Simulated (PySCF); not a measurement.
C$_{6}$H$_{11}$O, doublet, geometry from GFN2-xTB. Base run: DF-B3LYP/3-21G in PySCF.

The PySCF input:
```python
from pyscf import gto, scf, dft

mol = gto.M(
    atom='''
C     2.785834    0.557502    0.519731
C     2.274402   -0.257549   -0.594343
C     0.849971   -0.766945   -0.344038
C    -0.139220    0.391403   -0.255062
C    -1.521295   -0.047816    0.173597
C    -2.591054    1.000866   -0.020060
O    -1.755561   -1.137576    0.629788
H     2.590184    0.261789    1.532450
H     3.451281    1.379687    0.345886
H     2.917814   -1.140642   -0.740759
H     2.310175    0.312142   -1.527334
H     0.819058   -1.328535    0.590622
H     0.548707   -1.442279   -1.146691
H     0.225128    1.110096    0.486869
H    -0.208122    0.919841   -1.208357
H    -2.236175    1.978037    0.296358
H    -3.486655    0.730369    0.532708
H    -2.838739    1.055331   -1.079012
''',
    basis='3-21g',
    charge=0,
    spin=1,
    verbose=4,
)

mf = dft.UKS(mol)
mf.xc = 'b3lyp'
mf = mf.density_fit(auxbasis='def2-universal-jkfit')
mf.kernel()
```

Each row names what was changed in the base input (with any setting that the change needs).

| change | basis functions | E (Eh) | HOMO (eV) | dipole (D) | core-seconds (rough) |
|---|---|---|---|---|---|
| base | 85 | -308.72445 | -5.38 | 2.41 | 20 |
| basis = STO-3G | 46 | -306.52246 | -3.74 | 1.61 | 10 |
| basis = LANL2DZ | 85 | -310.37463 | -5.53 | 2.95 | 10 |
| basis = def2-SV(P) | … | … | -5.65 | … | 20 |
| basis = 6-31+G* | … | … | … | … | 20 |
| basis = 6-31G** | 153 | -310.43302 | -5.45 | 2.55 | 20 |
| basis = cc-pVDZ | 153 | -310.43568 | -5.57 | 2.45 | 30 |
| basis = def2-SVP | 153 | -310.19677 | -5.65 | 2.54 | 30 |
| basis = 6-311G** | … | … | … | … | 30 |
| basis = def2-SVPD | 231 | -310.21978 | -5.78 | 2.81 | 60 |
| basis = 6-311++G** | 231 | -310.51786 | -5.75 | 2.80 | 50 |
| basis = 6-311+G(2d,p) | … | … | -5.75 | … | 70 |
| basis = aug-pcseg-1 | 260 | -310.38627 | -5.75 | 2.73 | 70 |

Task: Fill in the missing entries.

Result: 
- basis = def2-SV(P), basis functions: 120
- basis = def2-SV(P), E (Eh): -310.17042
- basis = def2-SV(P), dipole (D): 2.52
- basis = 6-31+G*, basis functions: 148
- basis = 6-31+G*, E (Eh): -310.43145
- basis = 6-31+G*, HOMO (eV): -5.69
- basis = 6-31+G*, dipole (D): 2.82
- basis = 6-311G**, basis functions: 192
- basis = 6-311G**, E (Eh): -310.51239
- basis = 6-311G**, HOMO (eV): -5.67
- basis = 6-311G**, dipole (D): 2.60
- basis = 6-311+G(2d,p), basis functions: 255
- basis = 6-311+G(2d,p), E (Eh): -310.52508
- basis = 6-311+G(2d,p), dipole (D): 2.77

Totals compare only among sets that treat the same electrons; sets with core potentials leave the core out.

Open shells are given as the SCF converged; they aren't shown to be the lowest states, and a large step between rows can be another state.
